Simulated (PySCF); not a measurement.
isocyanic acid (CHNO), SMILES N=C=O.

Coordinates come from a PBE0-D3(BJ)/def2-TZVP optimisation.

Two levels are set side by side: TDA-PBE/def2-TZVPD (PySCF) and ADC(2)/aug-cc-pVDZ (PySCF). Vertical, same geometry; the bases differ. Differences are taken from unrounded values.

| quantity | ADC(2) | TDA-PBE | TDA-PBE minus ADC(2) |
|---|---|---|---|
| lowest singlet excitation (eV) | 6.83 | 6.60 | -0.23 |

A lower first singlet is the usual sign of a functional without exact exchange. Differences between two approximate levels are no errors against the true value.

Rough cost on one machine, each run with all the roots and properties that it gave: ADC(2) against TDA-PBE about 6 times.
